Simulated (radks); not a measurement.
The argon ion Ar2+ is in [Ne] 3s2 3p4. Calculated with a radial shooting solver on a logarithmic mesh with Libxc functionals: scalar-relativistic Kohn-Sham, PBEsol, spin-polarised, spherical densities, finite nucleus; Fermi nuclear charge, rms radius of each element as measured or else 0.836 A^(1/3) + 0.57 fm. Open shells are filled with parallel spins first. One electron is removed from 3s, 3p, 2p, 2s in turn, with full relaxation. Which removal costs least, and what does each cost?

Answer. 3p 40.457 eV; 3s 55.935 eV; 2p 280.78 eV; 2s 345.37 eV. The 3p electron leaves first.
